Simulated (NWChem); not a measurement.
System: CHCl2FOSi; SMILES O=C[Si](F)(Cl)Cl

Input file for NWChem:

```
start job
memory heap 200 mb stack 900 mb global 1100 mb
geometry units angstroms noautoz
  O     -0.597464     2.526093    -0.285554
  C      0.127718     1.826544     0.368095
  Si    -0.013611    -0.087964     0.342063
  F     -0.245260    -0.606767     1.850877
  Cl    -1.569891    -0.682212    -0.816252
  Cl     1.754584    -0.868380    -0.315895
  H      0.935391     2.268478     1.014447
end
basis spherical
  * library 6-31g*
end
dft
  xc hcth407
  iterations 150
  mulliken
end
task dft energy
```

Parts of the log:

```
             Northwest Computational Chemistry Package (NWChem) 7.3.0
             --------------------------------------------------------

 C1  symmetry detected

                             Geometry "geometry" -> ""
                             -------------------------

 Output coordinates in angstroms (scale by  1.889725989 to convert to a.u.)

  No.       Tag          Charge          X              Y              Z
 ---- ---------------- ---------- -------------- -------------- --------------
    1 O                    8.0000     1.43158890     2.11588042    -0.50538634
    2 C                    6.0000     1.52708382     1.05512909     0.04977317
    3 Si                  14.0000     0.01508896    -0.10217549     0.29576119
    4 F                    9.0000    -0.14856766    -0.40622243     1.87059752
    5 Cl                  17.0000    -1.68162307     0.76800233    -0.39762946
    6 Cl                  17.0000     0.38710654    -1.87736123    -0.64167676
    7 H                    1.0000     2.51743028     0.68774210     0.43662321

 Effective nuclear repulsion energy (a.u.)     436.7179290283

                                 NWChem DFT Module
                                 -----------------

 Summary of "ao basis" -> "ao basis" (spherical)
 ------------------------------------------------------------------------------
       Tag                 Description            Shells   Functions and Types
 ---------------- ------------------------------  ------  ---------------------
 O                           6-31g*                  6       14   3s2p1d
 C                           6-31g*                  6       14   3s2p1d
 Si                          6-31g*                  8       18   4s3p1d
 F                           6-31g*                  6       14   3s2p1d
 Cl                          6-31g*                  8       18   4s3p1d
 H                           6-31g*                  2        2   2s

            General Information
            -------------------
          SCF calculation type: DFT
          Wavefunction type:  closed shell.
          No. of atoms     :     7
          No. of electrons :    72
           Alpha electrons :    36
            Beta electrons :    36
          Charge           :     0
          Spin multiplicity:     1
          Use of symmetry is: off; symmetry adaption is: off
          Maximum number of iterations: 150
          AO basis - number of functions:    98
                     number of shells:    44
          Convergence on energy requested:  1.00D-06
          Convergence on density requested:  1.00D-05
          Convergence on gradient requested:  5.00D-04

              XC Information
              --------------
                      HCTH407 Method XC Functional
                      HCTH407  Exchange Functional  1.000
                   HCTH407  Correlation Functional  1.000

             Grid Information
             ----------------
          Grid used for XC integration:  medium
          Radial quadrature: Mura-Knowles
          Angular quadrature: Lebedev.
          Tag              B.-S. Rad. Rad. Pts. Rad. Cut. Ang. Pts.
          ---              ---------- --------- --------- ---------
          O                   0.60       49          11.0       434
          C                   0.70       49          10.0       434
          Si                  1.10       88           8.0       590
          F                   0.50       49           9.0       434
          Cl                  1.00       88          11.0       590
          H                   0.35       45          11.0       434
          Grid pruning is: on
          Number of quadrature shells:   456
          Spatial weights used:  Erf1

      Superposition of Atomic Density Guess
      -------------------------------------

 Sum of atomic energies:       -1420.00364390

      Non-variational initial energy
      ------------------------------

 Total energy =   -1421.630031
 1-e energy   =   -2834.849280
 2-e energy   =     976.501320
 HOMO         =      -0.278148
 LUMO         =      -0.058039

     ---------------------------------------------
      Total Density - Mulliken Population Analysis
     ---------------------------------------------

    Atom       Charge   Shell Charges
 -----------   ------   -------------------------------------------------------
    1 O    8     8.75   2.00  0.96  3.06  0.92  1.79  0.02
    2 C    6     5.53   2.00  0.71  1.51  0.61  0.65  0.07
    3 Si  14    12.52   2.00  2.00  5.97  0.85  1.13  0.13  0.22  0.22
    4 F    9     9.60   2.00  0.95  3.47  1.00  2.18  0.01
    5 Cl  17    17.38   2.00  2.00  5.98  1.37  3.69  0.56  1.76  0.01
    6 Cl  17    17.38   2.00  2.00  5.98  1.37  3.69  0.57  1.76  0.01
    7 H    1     0.85   0.47  0.37

   convergence    iter        energy       DeltaE   RMS-Dens  Diis-err
 ---------------- ----- ----------------- --------- --------- ---------
 d= 0,ls=0.0,diis     1  -1423.6478453536 -1.86D+03  2.79D-02  1.44D+00
 d= 0,ls=0.0,diis     2  -1422.7144540086  9.33D-01  1.96D-02  1.02D+01
 d= 0,ls=0.0,diis     3  -1423.8132411249 -1.10D+00  4.92D-03  1.88D-01
 d= 0,ls=0.0,diis     4  -1423.8231290149 -9.89D-03  2.24D-03  1.06D-01
 d= 0,ls=0.0,diis     5  -1423.8336297686 -1.05D-02  6.02D-04  5.62D-03
  Resetting Diis
 d= 0,ls=0.0,diis     6  -1423.8341114660 -4.82D-04  2.03D-04  3.68D-04
 d= 0,ls=0.0,diis     7  -1423.8341603497 -4.89D-05  7.63D-05  1.11D-05
 d= 0,ls=0.0,diis     8  -1423.8341588189  1.53D-06  4.55D-05  2.23D-05
 d= 0,ls=0.0,diis     9  -1423.8341618498 -3.03D-06  8.89D-06  1.99D-06
 d= 0,ls=0.0,diis    10  -1423.8341620347 -1.85D-07  2.76D-06  1.55D-07

         Total DFT energy =    -1423.834162034684
      One electron energy =    -2837.471362038764
           Coulomb energy =     1079.502959785206
    Exchange-Corr. energy =     -102.583688809394
 Nuclear repulsion energy =      436.717929028268

 Numeric. integr. density =       72.000000345276

                       DFT Final Molecular Orbital Analysis
                       ------------------------------------

 Vector   34  Occ=2.000000D+00  E=-3.209753D-01
              MO Center= -1.0D+00,  6.9D-04, -4.1D-01, r^2= 3.6D+00
   Bfn.  Coefficient  Atom+Function         Bfn.  Coefficient  Atom+Function
  ----- ------------  ---------------      ----- ------------  ---------------
    68      0.417427  5 Cl py                69     -0.335048  5 Cl pz
    67      0.311449  5 Cl px                87      0.273272  6 Cl pz
    85     -0.266363  6 Cl px                72      0.209363  5 Cl py
    73     -0.172819  5 Cl pz                64     -0.161120  5 Cl py
    71      0.155797  5 Cl px                91      0.145841  6 Cl pz

 Vector   35  Occ=2.000000D+00  E=-3.133696D-01
              MO Center= -6.8D-01, -4.4D-01, -4.3D-01, r^2= 4.0D+00
   Bfn.  Coefficient  Atom+Function         Bfn.  Coefficient  Atom+Function
  ----- ------------  ---------------      ----- ------------  ---------------
    68      0.392228  5 Cl py                69      0.386531  5 Cl pz
    85     -0.360649  6 Cl px                87     -0.317170  6 Cl pz
    72      0.197437  5 Cl py                73      0.190251  5 Cl pz
    86      0.184147  6 Cl py                89     -0.182791  6 Cl px
    91     -0.155421  6 Cl pz                64     -0.150994  5 Cl py

 Vector   36  Occ=2.000000D+00  E=-2.370603D-01
              MO Center=  1.3D+00,  1.4D+00, -2.1D-01, r^2= 2.5D+00
   Bfn.  Coefficient  Atom+Function         Bfn.  Coefficient  Atom+Function
  ----- ------------  ---------------      ----- ------------  ---------------
     3      0.535509  1 O  px                 7      0.382551  1 O  px
    98     -0.279545  7 H  s                 34      0.260735  3 Si s
    35      0.200947  3 Si px                97     -0.188291  7 H  s
    17     -0.163582  2 C  px                36      0.162003  3 Si py
    20      0.154859  2 C  s                 86     -0.150192  6 Cl py

 Vector   37  Occ=0.000000D+00  E=-1.280911D-01
              MO Center=  1.3D+00,  1.2D+00, -7.8D-02, r^2= 2.2D+00
   Bfn.  Coefficient  Atom+Function         Bfn.  Coefficient  Atom+Function
  ----- ------------  ---------------      ----- ------------  ---------------
    19     -0.395789  2 C  pz                 5      0.385964  1 O  pz
    23     -0.381131  2 C  pz                 9      0.356538  1 O  pz
    41     -0.207606  3 Si pz                18     -0.195764  2 C  py
     4      0.194425  1 O  py                22     -0.194519  2 C  py
    37     -0.183082  3 Si pz                 8      0.176263  1 O  py

 Vector   38  Occ=0.000000D+00  E=-3.766851D-02
              MO Center= -3.1D-01, -2.1D-01, -9.3D-02, r^2= 4.1D+00
   Bfn.  Coefficient  Atom+Function         Bfn.  Coefficient  Atom+Function
  ----- ------------  ---------------      ----- ------------  ---------------
    38      1.147129  3 Si s                 34      0.640767  3 Si s
    70     -0.474574  5 Cl s                 20     -0.448264  2 C  s
    71     -0.410232  5 Cl px                88     -0.397435  6 Cl s
    90     -0.380498  6 Cl py                98      0.326870  7 H  s
    35     -0.291297  3 Si px                67     -0.289005  5 Cl px

 Vector   39  Occ=0.000000D+00  E=-6.439190D-03
              MO Center=  3.4D-01, -1.7D-01,  2.6D-01, r^2= 3.8D+00
   Bfn.  Coefficient  Atom+Function         Bfn.  Coefficient  Atom+Function
  ----- ------------  ---------------      ----- ------------  ---------------
    40      0.680312  3 Si py                41     -0.506395  3 Si pz
    36      0.490247  3 Si py                70     -0.470362  5 Cl s
     6     -0.392698  1 O  s                 22      0.342182  2 C  py
    71     -0.338968  5 Cl px                52      0.325280  4 F  s
    91      0.299033  6 Cl pz                37     -0.295824  3 Si pz

     ---------------------------------------------
      Total Density - Mulliken Population Analysis
     ---------------------------------------------

    Atom       Charge   Shell Charges
 -----------   ------   -------------------------------------------------------
    1 O    8     8.29   2.00  0.94  2.85  0.95  1.51  0.03
    2 C    6     5.95   2.00  0.72  1.95  0.56  0.65  0.07
    3 Si  14    13.22   2.00  2.00  5.97  1.00  1.63  0.01  0.26  0.36
    4 F    9     9.33   2.00  0.94  3.32  1.02  2.03  0.01
    5 Cl  17    17.17   2.00  2.00  5.98  1.42  3.69  0.53  1.53  0.02
    6 Cl  17    17.19   2.00  2.00  5.98  1.42  3.69  0.54  1.56  0.02
    7 H    1     0.85   0.53  0.32

     -------------------------------------------
      Total Density - Lowdin Population Analysis
     -------------------------------------------

    Atom       Charge   Shell Charges
 -----------   ------   -------------------------------------------------------
    1 O    8     8.11   1.99  0.87  2.71  0.70  1.78  0.06
    2 C    6     6.09   1.98  0.58  1.75  0.47  1.14  0.17
    3 Si  14    13.50   2.00  1.97  5.88  0.66  1.47  0.29  0.71  0.52
    4 F    9     9.23   1.99  0.94  3.18  0.85  2.24  0.02
    5 Cl  17    17.08   2.00  1.99  5.91  1.18  3.40  0.63  1.94  0.02
    6 Cl  17    17.10   2.00  1.99  5.91  1.18  3.41  0.64  1.95  0.02
    7 H    1     0.88   0.50  0.38

     Multipole analysis of the density
     ---------------------------------

     L   x y z        total         alpha         beta         nuclear
     -   - - -        -----         -----         ----         -------
     0   0 0 0     -0.000000    -36.000000    -36.000000     72.000000

     1   1 0 0      0.420642      0.210321      0.210321      0.000000
     1   0 1 0     -0.234450     -0.117225     -0.117225      0.000000
     1   0 0 1      0.179325      0.089663      0.089663     -0.000000

     2   2 0 0    -37.959950   -175.299401   -175.299401    312.638851
     2   1 1 0     -0.771445     -3.676843     -3.676843      6.582241
     2   1 0 1      1.076184     -0.306416     -0.306416      1.689015
     2   0 2 0    -43.046432   -226.043422   -226.043422    409.040412
     2   0 1 1      1.497106      0.594199      0.594199      0.308707
     2   0 0 2    -40.509974    -99.984852    -99.984852    159.459730
```

Level: HCTH/407/6-31G* (spherical d). Structure relaxed at the PBE0/def2-SVP level.
